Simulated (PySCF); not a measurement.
**Correlation energy of S (sulfur, neutral)**

[Ne] 3s2 3p4, high-spin 3P determinant. All numbers are calculated (PySCF 2.14, no relativity, point nucleus, in aug-cc-pV(Q+d)Z (7s6p5d3f2g, 89 functions)). Frozen: [Ne]; 6 electrons correlated.

| level | correlation energy (mhartree) |
| --- | --- |
| CCSD | -150.01 |
| (T) | -5.94 |
| CCSD(T) | -155.95 |

Diagnostics: T1 = 0.011, D1 = 0.0324, largest double amplitude 0.041.

Q: Is a single reference adequate?

A: Yes: T1 lies below 0.03 and no double amplitude reaches 0.07.
